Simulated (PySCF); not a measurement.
**A small calculation by hand: oscillator strength and radiative lifetime**

chloro(silyloxy)silane (ClH5OSi2), SMILES O([SiH2]Cl)[SiH3].

Coordinates come from a B3LYP-D3(BJ)/def2-SVP optimisation. Other conformers were not sampled.

TDDFT-LC-ωPBE/def2-SVPD (PySCF) puts the first singlet state with f over 0.02 at 8.84 eV (vertical), with the transition dipole (0.481, 0.054, -0.070) in atomic units.

Problem. Find the oscillator strength, the wavelength and the radiative lifetime that this transition would have in vacuum if emission retraced absorption.

Solution. 
|μ|² = 0.2392 au, so |μ| = 1.24 D. ΔE = 8.84/27.211 = 0.3249 hartree. f = (2/3) ΔE |μ|² = 0.052 (the program prints 0.052).
λ = 1239.84/8.84 = 140 nm; ν = 71299 cm⁻¹.
Einstein's coefficient A = 0.6670 ν² f s⁻¹ (ν in cm⁻¹) = 1.8e8 s⁻¹, so τ = 1/A = 5.7 ns. This state is S5; the lower singlets have f = 0.002, 0.003, 0.001, 0.002. The figure is the radiative limit of this one transition; relaxation, internal conversion, crossing to triplets and a medium change what is measured.
